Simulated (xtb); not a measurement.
C3H8GeSi, SMILES [SiH3][GeH2][CH2]C#C. All values are semi-empirical tight-binding results from xtb (GFN2-xTB unless named), good for trends rather than for accurate numbers. The structure is a stationary point at GFN2-xTB. The structure was generated by enumeration, and PubChem lists no compound with its InChIKey, so it may never have been made. One conformer was computed; it need not be the lowest.

For metal compounds this method's bond lengths and energies can be far off.

orbital gap: 4.72 eV
zero-point energy: 52.0 kcal/mol
G − E(el) at 298.15 K (modified RRHO): 30.3 kcal/mol
